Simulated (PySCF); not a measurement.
## Polarisability and C₆ of Ru (ruthenium, neutral)

[Kr] 4d7 5s1, high-spin 5F determinant. Computed with PySCF 2.14 in aug-cc-pwCVDZ-PP with ECP28MDF (6s6p5d3f, 70 functions), with a scalar-relativistic core potential. Coupled (time-dependent) response in atomic units; α is the mean over directions. A double-zeta set is small for polarisabilities.

| method | mean α (bohr³) | C₆ (like pair) | S(−4) |
| --- | --- | --- | --- |
| wB97M-V | 72.46 | 651.0 | 4047 |

S(−4) is the Cauchy moment in α(ω) = α(0) + S(−4) ω² + …

Reference α: 72 ± 10 bohr³ (recommended; Schwerdtfeger and Nagle, table of static dipole polarizabilities (2023 update)). Published C₆: 809.0 (Gould and Bucko (2016)).

Spin-orbit coupling is absent.

α(iu) at wB97M-V:

```tsv
u (hartree)	α(iu) (bohr³)
0	72.46
0.0500	63.85
0.100	48.45
0.200	27.83
0.300	18.54
0.500	11.15
0.750	7.511
1.00	5.567
1.50	3.436
2.00	2.321
3.00	1.249
5.00	0.5210
```

A single London oscillator, α(iu) = α/(1 + u²/ω²), gives C₆ = (3/4) ω α². Matching the computed C₆ needs ω = 4 × 651.0 / (3 × 72.46²) = 0.165 hartree.

Energies and moments cover only the electrons outside the core potential.
